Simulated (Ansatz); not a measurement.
Gas-phase electronic energies from Ansatz, PBE0-D4/def2-TZVP geometries. CBS: MP2 limit from def2 TZ/QZ plus the TZ coupled-cluster correction, frozen cores. Functionals use def2-TZVPP. For Ge outer-core shells are correlated without core-valence functions, which leaves a few kJ/mol of doubt a bond. Scalar relativity is left out up to krypton. Each species was taken in one conformer, which may not be the lowest.

Reaction (cleavage of the Si–Ge bond): `N[SiH2][GeH2][NH2]` + `[NH2][GeH2][NH2]` → `N[SiH2][NH][GeH2][NH2]` + `[NH2][GeH3]`

CCSD(T)/CBS gives -70.5 kJ/mol.

(1) Another level gave -84.4 kJ/mol. Which?
A. PBE0-D4/def2-TZVPP
B. CCSD(T)/def2-TZVPP
C. HF/def2-TZVPP
D. PBE-D4/def2-TZVPP

Largest T1 diagnostic among the species: 0.011.

Answers

(1) C. HF/def2-TZVPP -84.4, CCSD(T)/def2-TZVPP -71.9, PBE-D4 -51.5, PBE0-D4 -58.6 kJ/mol.

From PBE to PBE0 (25 % exact exchange), in def2-TZVPP and without D4, ΔE moves by −7.3 kJ/mol. In def2-TZVPP, CCSD(T) changes the Hartree–Fock value by +12.5 kJ/mol (the triples alone add +1.1 kJ/mol) and MP2 by +7.5 kJ/mol.
